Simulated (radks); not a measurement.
Ionisation of the chlorine ion Cl2+, [Ne] 3s2 3p3, to [Ne] 3s2 3p2 as the strength of local exchange is varied. All-electron calculation, non-relativistic Kohn-Sham, Slater X-alpha exchange (alpha = 2/3 is LDA exchange), no correlation, spin-polarised, spherical densities, point nucleus; open shells are filled with parallel spins first. Program: a radial shooting solver on a logarithmic mesh with Libxc functionals.

| alpha | E(Cl2+) (hartree) | exchange (hartree) | IE (eV) | -e of the level emptied (eV) | <r> of it (bohr) |
|---|---|---|---|---|---|
| 0.562 | -452.23637 | -20.69252 | 36.454 | 30.017 (3p) | 1.630 |
| 0.598 | -453.56343 | -22.06974 | 37.142 | 30.683 (3p) | 1.619 |
| 0.667 | -456.11566 | -24.72679 | 38.479 | 31.978 (3p) | 1.597 |
| 0.817 | -461.70341 | -30.58169 | 41.466 | 34.883 (3p) | 1.553 |
| 0.823 | -461.92805 | -30.81813 | 41.588 | 35.001 (3p) | 1.552 |
| 0.869 | -463.65310 | -32.63653 | 42.527 | 35.918 (3p) | 1.539 |
| 1.038 | -470.03438 | -39.40410 | 46.066 | 39.380 (3p) | 1.494 |

NIST Atomic Spectra Database: 39.8 +/- 0.11 eV (semi-empirical). The Delta-SCF value meets it near alpha = 0.73. Open shells are spherical and high-spin; term and fine-structure splittings are not resolved.
